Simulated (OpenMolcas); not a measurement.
## Cr4+: ligand-field states by method

Cr4+ with 6 ligands (ammonia) in octahedral coordination (S6) at 1.97 Å. Ligand basis ANO-RCC-VDZP.

```yaml
Program: OpenMolcas
Basis: ANO-RCC-VDZP [5s4p2d1f]
Scalar_Hamiltonian: DKH2, point nucleus
Active_space: 2 electrons in 5 orbitals (3d)
State_averaging: 2S+1 = 3 even, 10 roots; 2S+1 = 1 even, 15 roots
Spin-orbit_coupling: RASSI with atomic mean-field integrals over the reference wave functions
```

I. CASSCF
II. SS-CASPT2, IPEA 0.25 Eh, imaginary shift 0.1 Eh (closed shells correlated: 3s 3p and the ligand valence shells)

Spin-free states in cm-1, each column counted from its own energy of the first state listed:

| State | Degeneracy | I | II |
| --- | --- | --- | --- |
| 2S+1 = 3 | 2 | 0 | 0 |
| 2S+1 = 3 | 1 | 100 | 180 |
| 2S+1 = 1 | 1 | 14998 | 10390 |
| 2S+1 = 1 | 2 | 15130 | 10490 |
| 2S+1 = 1 | 2 | 15343 | 10710 |
| 2S+1 = 3 | 2 | 29091 | 35830 |
| 2S+1 = 3 | 1 | 29177 | 35700 |
| 2S+1 = 1 | 1 | 33991 | 25300 |
| 2S+1 = 3 | 2 | 40834 | 44250 |
| 2S+1 = 3 | 1 | 40967 | 44240 |
| 2S+1 = 1 | 2 | 42704 | 45550 |
| 2S+1 = 1 | 1 | 42776 | 45260 |
| 2S+1 = 1 | 2 | 46217 | 48770 |
| 2S+1 = 1 | 1 | 46298 | 48590 |
| 2S+1 = 3 | 1 | 62588 | 77990 |
| 2S+1 = 1 | 2 | 75489 | 85740 |
| 2S+1 = 1 | 1 | 90833 | 95390 |

From I to II, I's first state of another spin (2S+1 = 1) moves from 14998 to 10390 cm-1, by about -4600 cm-1.

χT at 300 K: I 0.77, II 0.77 cm3 K/mol.

Roots that are degenerate in the reference are averaged as groups; the widest CASPT2 spread within a group is 61 cm-1 (the 2-fold group of multiplicity 3 near 44200 cm-1 above the lowest state of its run, II). Shifts and gaps below about the spread of the groups concerned are not significant. Over all roots computed the reference weight is 0.67 to 0.70 in II; a low but even weight reflects the number of correlated electrons. An orbital doublet at a regular site is open to a Jahn-Teller distortion, which this geometry leaves out. The least metal-like active orbital is 72 % on the metal (Löwdin) and no ligand orbital is active, so the numbers are rough. Ligand-to-metal charge-transfer states are missing. With no ligand orbital active B as a rule stays too high, so bands that hang on it stand too high and its fall with covalency is understated. Without dynamic correlation the repulsion within the d shell is too large (B by tens of per cent), so at a given field states of lower spin stand too high (holds for I). With metal d orbitals alone the field can be off either way by tens of per cent (holds for I). With one d shell and no ligand orbital active, 10Dq can be off by a tenth or more (holds for II). No measured value stands beside these numbers; the geometry is a model, was not optimised and need not be the one that this ion takes.

A state without a sure symmetry label is named by its multiplicity alone.
